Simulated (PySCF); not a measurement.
## Pt⁺: excitation energy

Pt⁺ [Xe] 4f14 5d9 (2D) → Pt⁺ [Xe] 4f14 5d8 6s1 (4F), as a difference of total energies. Computed with PySCF 2.14 in aug-cc-pwCVTZ-PP with ECP60MDF, with a scalar-relativistic core potential. Correlated levels: valence: 5s2 5p6 frozen; valence and next inner shell: nothing frozen outside the core potential. The calculations carry no spin-orbit coupling.

```json
{"method": "UHF", "excitation energy (eV)": "0.255"}
{"method": "LDA", "excitation energy (eV)": "0.770"}
{"method": "PBE", "excitation energy (eV)": "0.694"}
{"method": "PBE0", "excitation energy (eV)": "0.709"}
{"method": "revPBE", "excitation energy (eV)": "0.694"}
{"method": "HSE06", "excitation energy (eV)": "0.698"}
{"method": "PBEsol", "excitation energy (eV)": "0.686"}
{"method": "MP2 (valence)", "excitation energy (eV)": "0.898"}
{"method": "SCS-MP2 (valence)", "excitation energy (eV)": "1.082"}
{"method": "MP2 (valence and next inner shell)", "excitation energy (eV)": "0.734"}
{"method": "SCS-MP2 (valence and next inner shell)", "excitation energy (eV)": "0.853"}
```

Question: How much does correlation contribute at MP2 (valence and next inner shell)?

Answer: 0.734 − (0.255) = 0.479 eV, measured against UHF.
